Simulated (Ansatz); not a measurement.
Isolated molecules relaxed with PBE0-D4/def2-TZVP in Ansatz; ΔE leaves out vibrations. CCSD(T)/CBS is the MP2 limit (def2-TZVPP, def2-QZVPP) plus CCSD(T) − MP2 in def2-TZVPP, frozen cores. This one scheme is used for every species. Functionals use def2-TZVPP. B3LYP here is the variant with VWN-RPA as its local correlation; programs differ in this. HSE06 is defined as in plane-wave codes. Each species was taken in one conformer, which may not be the lowest.

`O[SiH](O)[SiH](O)F` → `O[SiH2]O` + `O[Si]F`  (silylene formation by 1,1-elimination)

| level | ΔE (kJ/mol) | difference from CCSD(T)/CBS |
| --- | --- | --- |
| PBE-D4 | 119.9 | 5.8 |
| revPBE-D4 | 118.0 | 3.9 |
| B97M-V | 115.0 | 0.9 |
| B3LYP-D4 | 109.6 | -4.5 |
| HSE06-D4 | 129.6 | 15.5 |
| ωB97M-V | 99.8 | -14.3 |
| PBE | 109.4 | -4.7 |
| r2SCAN | 128.6 | 14.5 |
| PBE0 | 120.7 | 6.6 |
| r2SCAN0 | 131.3 | 17.2 |
| HSE06 | 120.7 | 6.6 |
| MP2/def2-SVP | 107.1 | -7.0 |
| CCSD(T)/def2-SVP | 96.7 | -17.4 |
| HF/def2-TZVPP | 100.2 | -13.9 |
| SCS-MP2/def2-TZVPP | 107.8 | -6.3 |
| SCS-MP2/def2-QZVPP | 111.3 | -2.8 |
| CCSD(T)/CBS | 114.1 | 0 |

Largest T1 diagnostic among the species: 0.015.

Leaving LDA and LC-ωPBE aside and taking each functional with its dispersion term where it has one, the values, not all of them listed here, spread over 36.4 kJ/mol, from BLYP-D4 to r2SCAN0-D4. LDA lies +28.7 kJ/mol from PBE without D4. From PBE to PBE0 (25 % exact exchange), in def2-TZVPP and without D4, ΔE moves by +11.3 kJ/mol. In def2-TZVPP, CCSD(T) changes the Hartree–Fock value by +8.3 kJ/mol (the triples alone add +2.0 kJ/mol) and MP2 by +15.3 kJ/mol.

CCSD(T)/CBS has its own doubt, a few kJ/mol and more with outer-core shells, so smaller differences from it don't rank the levels.
